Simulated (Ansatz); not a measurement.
`C[B](C)[InH2]` + NH₃ → `[NH2][InH2]` + `CBC` at 700 K and 1 bar (cleavage of the In–B bond).

Gas-phase electronic energies from Ansatz, PBE0-D4/def2-TZVP geometries. CCSD(T)/CBS adds triple-zeta CCSD(T) − MP2 to the extrapolated MP2 energy (def2 sets, frozen cores). This one scheme is used for every species. def2 core potentials past Kr. For In outer-core shells are correlated without core-valence functions, which leaves a few kJ/mol of doubt a bond.

```json
{"species": "`C[B](C)[InH2]`", "CCSD(T)/CBS energy (Eh)": "-295.49461", "H − E (kJ/mol)": "316.7", "S (J/(mol·K))": "494.2"}
{"species": "NH₃", "CCSD(T)/CBS energy (Eh)": "-56.50880", "H − E (kJ/mol)": "116.9", "S (J/(mol·K))": "226.5"}
{"species": "`[NH2][InH2]`", "CCSD(T)/CBS energy (Eh)": "-246.90424", "H − E (kJ/mol)": "144.8", "S (J/(mol·K))": "352.6"}
{"species": "`CBC`", "CCSD(T)/CBS energy (Eh)": "-105.11307", "H − E (kJ/mol)": "282.8", "S (J/(mol·K))": "377.9"}
```

H − E and S are ideal-gas, rigid-rotor, harmonic terms from PBE0-D4/def2-TZVP, for one conformer and one mirror image of each species. 1 Eh = 2625.50 kJ/mol, R = 8.31446 J/(mol·K).

Question: By hand: ΔE, ΔH, ΔS and ΔG.

Answer: ΔE = (-246.90424) + (-105.11307) − (-295.49461) − (-56.50880) = -0.01390 Eh = -36.5 kJ/mol. Δ(H − E) = 144.8 + 282.8 − 316.7 − 116.9 = -6.0, so ΔH = -42.5 kJ/mol. ΔS = 352.6 + 377.9 − 494.2 − 226.5 = 9.8 J/(mol·K). ΔG = -42.5 − 700 × (9.8)/1000 = -49.4 kJ/mol.

Question: By hand: the equilibrium constant, and the temperature at which ΔG would vanish if ΔH and ΔS stayed fixed.

Answer: log₁₀ K = −ΔG/(RT ln 10) = 3.7. ΔH and −TΔS have one sign here, so there is no such temperature.

The number of gas molecules stays the same, so ΔS is small and ΔH decides. A doubt of 5 kJ/mol in ΔE shifts log₁₀ K by 0.4 here. Other conformers and mirror images would add mixing entropy, several J/(mol·K) or more a flexible species. These are equilibria of isolated gas molecules and say nothing of rates. Largest T1 diagnostic: 0.016 (customary marks: 0.02 for closed shells, 0.045 for open ones).

ΔS is within the doubt of such terms, so its sign, and with it that verdict, could turn.
